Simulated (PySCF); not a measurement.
A structure optimised at PBE0-D3(BJ)/def2-SVP, used in a PySCF frequency run:

```xyz
8

C      0.0000     0.6680     0.7839
C      0.0000     0.6680    -0.7839
C      0.0000    -0.6680     0.7839
C      0.0000    -0.6680    -0.7839
H      0.0000     1.4411     1.5536
H      0.0000     1.4411    -1.5536
H      0.0000    -1.4411     1.5536
H      0.0000    -1.4411    -1.5536
```

Q: Write its SMILES, formula and point group.

A: C1=CC=C1, C4H4, D2h

Q: What are its rotational constants (standard atomic weights)?

A: 16.953, 12.875, 7.3176 GHz
